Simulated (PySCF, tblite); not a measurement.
Isomers of C4H8F2O2Si. All values are computed: GFN2-xTB (tblite) harmonic vibrations without scaling, gas phase. The method is semi-empirical: single wavenumbers can be off by several per cent or more. Modes of hydrogen on silicon can be 10 to 20 % off. One conformer each.

Electronic energies: PBE0-D3(BJ)/def2-SVP at its own geometries (PySCF, gas phase).

```csv
SMILES,"electronic energy, lowest = 0 (kcal/mol)"
O=C(O[SiH3])C(CF)CF,9.2
FC[C@@H]1O[SiH2]O[C@@H]1CF,0.4
FC(F)O[C@H]1CC[SiH2]O1,0.0
```

Question: How do GFN2-xTB zero-point energies change the relative energies?

Answer: 
```csv
SMILES,ZPE (kcal/mol),of it from modes above 1550 cm⁻¹,electronic (kcal/mol),"with ZPE, lowest = 0 (kcal/mol)",lowest mode (cm⁻¹),rings
FC(F)O[C@H]1CC[SiH2]O1,74.9,32.1,0.0,0.0,34,1
FC[C@@H]1O[SiH2]O[C@@H]1CF,75.6,32.1,0.4,1.1,71,1
O=C(O[SiH3])C(CF)CF,71.9,33.7,9.2,6.2,35,0
```

The zero-point energies span 3.7 kcal/mol, from `O=C(O[SiH3])C(CF)CF` to `FC[C@@H]1O[SiH2]O[C@@H]1CF`. The order is unchanged.

Question: And how do the electronic energies of GFN2-xTB itself compare?

Answer: `FC(F)O[C@H]1CC[SiH2]O1` 23.5; `FC[C@@H]1O[SiH2]O[C@@H]1CF` 0.0; `O=C(O[SiH3])C(CF)CF` 23.2 kcal/mol, lowest = 0. Against the energies above, taken from the same isomer `FC(F)O[C@H]1CC[SiH2]O1`, the largest difference is 23.9 kcal/mol. The two levels were optimised apart and needn't hold the same conformer.

Question: What do entropy and thermal enthalpy add at 298.15 K and 1 bar (rigid rotor, harmonic oscillator, one conformer each)?

Answer: 
| SMILES | point group | symmetry number | S (cal/(mol K)) | H − H(0) (kcal/mol) | ZPE + H − H(0) − TS (kcal/mol) |
| --- | --- | --- | --- | --- | --- |
| FC(F)O[C@H]1CC[SiH2]O1 | C1 | 1 | 98.5 | 6.59 | 52.1 |
| FC[C@@H]1O[SiH2]O[C@@H]1CF | C1 | 1 | 95.7 | 6.52 | 53.5 |
| O=C(O[SiH3])C(CF)CF | C1 | 1 | 107.6 | 7.67 | 47.5 |
